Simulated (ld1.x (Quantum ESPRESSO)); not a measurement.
**How hard is this Te ultrasoft potential?**

```json
{
  "Element": "Te (Z = 52)",
  "Generator": "ld1.x (Quantum ESPRESSO) 7.5",
  "Type": "ultrasoft",
  "Functional": "PBE",
  "Relativity": "scalar-relativistic",
  "Frozen core": "[Kr] 4d10",
  "Valence charge": "6",
  "Reference configuration": "5s2 5p4",
  "Partial waves": "5s (bound): rcut 1.20, rcutus 1.70 bohr; 5s channel at -0.5 Ry: rcut 1.20, rcutus 1.70 bohr; 5p (bound): rcut 1.80, rcutus 2.00 bohr; 5p channel at 1.9 Ry: rcut 1.80, rcutus 2.00 bohr; 5d channel at -0.1 Ry: rcut 1.50, rcutus 2.05 bohr; 5d channel at 1.4 Ry: rcut 1.50, rcutus 2.05 bohr",
  "Local potential": "all-electron potential smoothed inside 1.80 bohr (lloc = -1)",
  "Core correction": "none",
  "Augmentation charge": "built from norm-conserving waves at rcut, not smoothed further"
}
```

The pseudo-atom Hamiltonian at the reference potential is diagonalised in spherical Bessel functions j_l(qr) that vanish at 20 bohr, with q² up to the cutoff. All-electron valence levels (Ry): 5s -1.1104, 5p -0.4375.

Problem. How do the lowest levels (Ry) of each channel move with the cutoff, and are there ghosts?

Solution.

| cutoff (Ry) | s #1 | s #2 | p #1 | d #1 | f #1 | Σ f·Δε (mRy) |
| --- | --- | --- | --- | --- | --- | --- |
| 8 | -1.1062 | -0.0444 | -0.4364 | 0.0561 | 0.1128 | 13.2 |
| 10 | -1.1088 | -0.0844 | -0.4368 | 0.0561 | 0.1128 | 6.5 |
| 12 | -1.1096 | -0.6125 | -0.4372 | 0.0561 | 0.1128 | 3.2 |
| 15 | -1.1099 | -1.0805 | -0.4375 | 0.0558 | 0.1128 | 1.7 |
| 18 | -1.5328 | -1.1094 | -0.4375 | -0.2282 | 0.1128 | 2.5 |
| 21 | -1.7017 | -1.1097 | -0.4375 | -0.3442 | 0.1128 | 2.0 |
| 25 | -1.7987 | -1.1100 | -0.4376 | -0.4071 | 0.1128 | 1.2 |
| 30 | -1.8618 | -1.1103 | -0.4376 | -0.4497 | 0.1128 | 0.5 |
| 35 | -1.8782 | -1.1103 | -0.4376 | -0.4631 | 0.1128 | 0.4 |
| 40 | -1.8807 | -1.1103 | -0.4376 | -0.4660 | 0.1128 | 0.3 |
| 400 | -1.8814 | -1.1105 | -0.4376 | -0.4664 | 0.1128 | 0.0 |

Result: ghost states, extra bound levels that the all-electron valence spectrum of the same l lacks: s at -25.6 eV, d at -6.3 eV (a true bound ghost makes a file unfit for plane-wave use); 10 mRy is reached at 10 Ry and 1 mRy at 30 Ry.
